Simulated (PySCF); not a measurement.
Si(Me)(NH2) (CH5NSi), SMILES C[Si]N (connectivity only; charge and spin as stated), neutral, multiplicity 1. Atoms are numbered in the order given.

```xyz
8

Si    -0.1956    -0.0583     0.6797
C      0.5798     1.3386    -0.3719
H     -0.0088     2.2571    -0.2621
H      0.6807     1.1188    -1.4399
H      1.5758     1.5742     0.0246
N     -0.3213    -1.2606    -0.5366
H     -0.0441    -1.1615    -1.5061
H     -0.6954    -2.1799    -0.3451
```

Geometry optimised at TPSSh-D3(BJ)/def2-TZVP. One conformer was computed; it need not be the lowest.

Method: KT2/pcSseg-2 in PySCF.

GIAO shieldings, no solvent; atoms listed in one row are averaged. δ = σ(ref) − σ: ²⁹Si against TMS (σ = 351.7 ppm); ¹³C against TMS (σ = 184.2 ppm); ¹H against TMS (σ = 31.47 ppm); ¹⁵N against NH3 (σ = 261.9 ppm), references at their B3LYP-D3(BJ)/def2-TZVP geometries, non-relativistic.

Computed chemical shifts:
```tsv
nucleus	atoms	count	δ (ppm)
²⁹Si	Si1	1	293.3
¹³C	C2	1	28.9
¹H	H7	1	5.82
¹H	H8	1	5.41
¹H	H3, H4, H5	3	0.68
¹⁵N	N6	1	158.3
```
